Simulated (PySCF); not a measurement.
## A small calculation by hand: oscillator strength and radiative lifetime

CH₆NO₂Ta, SMILES [CH3][Ta](=[NH])([OH])[OH], multiplicity 1.

The structure is a stationary point at B3LYP-D3(BJ)/def2-SVP. The spin state was assumed, not searched. The def2 effective core potentials stand for the cores of Ta; spin–orbit coupling is left out. Other conformers were not sampled.

TDDFT-ωB97X/def2-SVPD (PySCF) puts the first singlet state with f over 0.02 at 6.27 eV (vertical), with the transition dipole (-0.183, 0.333, 0.000) in atomic units.

**Question.** Find the oscillator strength, the wavelength and the radiative lifetime that this transition would have in vacuum if emission retraced absorption.

**Answer.** 
|μ|² = 0.1444 au, so |μ| = 0.97 D. ΔE = 6.27/27.211 = 0.2304 hartree. f = (2/3) ΔE |μ|² = 0.022 (the program prints 0.022).
λ = 1239.84/6.27 = 198 nm; ν = 50571 cm⁻¹.
Einstein's coefficient A = 0.6670 ν² f s⁻¹ (ν in cm⁻¹) = 3.8e7 s⁻¹, so τ = 1/A = 26 ns. This state is S5; the lower singlets have f = 0.002, 0.008, 0.000, 0.001. The figure is the radiative limit of this one transition; relaxation, internal conversion, crossing to triplets and a medium change what is measured.
